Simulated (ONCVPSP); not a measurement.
**Transferability test, ONCV potential for Lu (Z = 71)**

ONCVPSP 4.0.1 input, shortened (lines: element, Z, core and valence counts, functional; n l f; lmax; l rc ep ncon nbas qcut; lloc lpopt rc5 dvloc0; l nproj debl; icmod fcfact rcfact), PBE, fully relativistic:

```
  Lu 71.00   10    4        4      upf
    1    0    2.00
    2    0    2.00
    2    1    6.00
    3    0    2.00
    3    1    6.00
    3    2   10.00
    4    0    2.00
    4    1    6.00
    4    2   10.00
    5    0    2.00
    4    3   13.00
    5    1    6.00
    5    2    2.00
    6    0    2.00
    3
    0    2.80    0.00    3    6    1.80
    1    2.15    0.00    3    6    6.60
    2    2.95    0.00    4    9    5.30
    3    0.85    0.00    3    8   21.70
    4    5    0.80    0.00
    0    2    3.90
    1    2    2.70
    2    2    2.70
    3    2    4.00
    1    0.60    0.00
```

Open shells are filled in proportion to 2j + 1.

Energies are relative to the spin-unpolarised reference configuration 4f13 5p6 5d2 6s2; without spin polarisation the order of configurations can differ from experiment. Not all tests gave a result: 1 of 4 tests not solved or not reliable.

| valence configuration | charge | ΔE all-electron (eV) | error AE − PS (meV) |
| --- | --- | --- | --- |
| 4f14 5p6 5d1 6s2 | 0 | -10.809 | -235 |
| 4f14 5p6 5d1 6s1 | +1 | -3.440 | -305 |
| 4f14 5p6 5d1 6s0 | +2 | 9.840 | -435 |

Note: ghosts flagged at negative energy: s at -453.1 eV, p3/2 at -0.30 eV; GHOST(+) flagged for p1/2 at 39.3 eV, d5/2 at 78.5 eV, d3/2 at 100.6 eV. A true bound ghost makes a file unfit for plane-wave use.
